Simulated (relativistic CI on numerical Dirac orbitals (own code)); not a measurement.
**Radial parameters of Tb⁵⁰⁺**

These numbers are calculated, not measured: Dirac-Coulomb-Breit CI, orbitals from a KLI potential per configuration, model QED (radiative potential, 1s self-energy scaled to tabulated hydrogen-like ionisation energies), unscaled Slater integrals (own radial code, finite nucleus).

Slater integrals F^k, G^k are unscaled and averaged over j, outside the closed core [Ne]; ζ comes from projecting the Hamiltonian with its Breit term on Σ l·s of the shell.

- 3s2.3p3: F^2(3p,3p) = 461030, ζ(3p) = 1.037e+06 cm⁻¹; <r>(3p) = 0.2128, <r^2>(3p) = 0.05239 (bohr units).
- 3s.3p4: F^2(3p,3p) = 460810, G^1(3s,3p) = 582660, ζ(3p) = 1.0367e+06 cm⁻¹; <r>(3s) = 0.2186, <r^2>(3s) = 0.05452, <r>(3p) = 0.2129, <r^2>(3p) = 0.05244 (bohr units).
- 3s2.3p2.3d: F^2(3p,3p) = 460680, ζ(3p) = 1.036e+06, F^2(3p,3d) = 464590, G^1(3p,3d) = 480920, G^3(3p,3d) = 325560, ζ(3d) = 141210 cm⁻¹; <r>(3p) = 0.213, <r^2>(3p) = 0.05247, <r>(3d) = 0.188, <r^2>(3d) = 0.04076 (bohr units).

Averages of the first 10 configurations, taken without configuration mixing, which lowers the lowest level and can move excited configurations by several eV; other configurations of the list can lie among them:

| Configuration | Parity | States | Average energy above the lowest level (eV) |
| --- | --- | --- | --- |
| 3s2.3p3 | odd | 20 | 197.7 |
| 3s.3p4 | even | 30 | 481.7 |
| 3s2.3p2.3d | even | 150 | 488.6 |
| 3p5 | odd | 6 | 785.8 |
| 3s.3p3.3d | odd | 400 | 764.0 |
| 3p4.3d | even | 150 | 1059.5 |
| 3s.3p2.3d2 | even | 1350 | 1054.1 |
| 3s2.3p.3d.4p | even | 360 | 2572.5 |
| 3p4.4s | even | 30 | 2742.9 |
| 3s.3p2.3d.4s | even | 600 | 2725.9 |
